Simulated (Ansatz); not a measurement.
Al3Ru (the lowest doublet isomer of a short search). Charge 0, multiplicity 2. Geometry PBE-D4/def2-SVP, basis def2-TZVP, Ansatz.

```xyz
4

Ru   -0.131    0.467   -0.981
Al   -0.219   -1.737   -0.391
Al    1.668    0.506    0.425
Al   -1.318    0.765    0.946
```

| run | HOMO (eV) | LUMO (eV) |
| --- | --- | --- |
| A | -5.02 | -3.19 |
| B | -4.44 | -3.99 |
| C | -4.47 | -3.85 |
| D | -4.66 | -3.83 |
| E | -4.66 | -3.56 |
| F | -4.21 | -3.86 |

In the def2 sets Ru takes a core potential; there is no spin–orbit coupling. HSE06 is defined as in plane-wave codes, on full-range PBE exchange. The structure comes from a short search, and lower isomers may exist.

HOMO and LUMO are taken over both spins.

Problem. The runs used B97M-V, BLYP, HSE06, PBE, PBE0, r2SCAN. Estimate which is which.

Solution. A PBE0 (25 % exact exchange); B PBE (0 % exact exchange); C B97M-V (0 % exact exchange); D r2SCAN (0 % exact exchange); E HSE06 (range-separated); F BLYP (0 % exact exchange). Exact exchange lowers occupied and raises empty levels; among semilocal functionals meta-GGAs tend to open the gap a little, and such runs are hard to tell apart. The gap grows from 0.35 eV (BLYP) to 1.83 eV (PBE0).
